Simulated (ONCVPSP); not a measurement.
Pseudopotentials across the periodic table

Generated with ld1.x 7.5 (TM, RRKJ, ultrasoft, PAW), atompaw 4.2 or ONCVPSP 4.0.1. The cutoff is in Ry: for ld1.x and atompaw files where the sum of valence levels is converged to 10 mRy in a Bessel basis, for ONCV files where the hardest occupied wave has 1 mHa per electron of residual kinetic energy. The error is the largest all-electron minus pseudo excitation energy over each file’s own four to seven test configurations (ionisations up to +4, promotions, holes and added fractions of an electron), all of which were solved. The labels leave out finer settings (local radius, basis sizes, second energies), which also bear on the numbers. Spin-polarised tests are not counted. The rows are a selection from randomly drawn settings: files with unsolved tests, undetermined cutoffs or missed reference levels are left out.

| element | potential | cutoff (Ry) | largest error (meV) | bound ghosts |
| --- | --- | --- | --- | --- |
| C | ONCV, LDA (Perdew-Wang 92), scalar-relativistic, rc 1.25/3.20 (sp), local smoothed, core correction yes, reference 2s2 2p2, qcut 5.4/4.6, projectors 3/1 | 29 | +2884 | none |
| Ru | ONCV, PBEsol, scalar-relativistic, rc 1.55/1.45/1.45 (spd), local d, core correction yes, reference 4s2 4p6 4d7 5s1, qcut 10.2/11.5/10.4, projectors 2/1/0 | 73 | -59 | none |
| Ba | ONCV, LDA (Perdew-Wang 92), fully relativistic, rc 2.55/2.40/2.40 (spd), local d, core correction yes, reference 5s2 5p6 6s1, qcut 5.5/5.6/4.2, projectors 2/2/0 | 20 | -1.2 | none |
| Os | ONCV, LDA (Perdew-Zunger), scalar-relativistic, rc 1.50/1.65/2.30 (spd), local smoothed, core correction yes, reference 5s2 5p6 5d6 6s2, qcut 9.3/6.7/7.6, projectors 2/2/1 | 58 | -10 | none |
| Au | ONCV, PBE, fully relativistic, rc 1.75/1.80/1.80 (spd), local smoothed, core correction yes, reference 5s2 5p6 5d9 6s2, qcut 6.9/7.5/8.9, projectors 2/2/3 | 45 | -21 | none |
| Pb | ONCV, PW91, scalar-relativistic, rc 1.55/1.50/1.55 (spd), local smoothed, core correction yes, reference 5s2 5p6 5d10 6s2 6p2, qcut 7.9/9.2/8.9, projectors 2/2/2 | 52 | -27 | none |

(1) Fill in the row for Zn: ONCV, LDA (Perdew-Wang 92), scalar-relativistic, rc 1.15/1.35/0.75 (spd), local smoothed, core correction yes, reference 3s2 3p6 3d10 4s1 4p1, qcut 11.4/11.9/17.2, projectors 2/2/2.

## Answers

(1) cutoff 287 Ry, largest error -2.4 meV, bound ghosts: none.
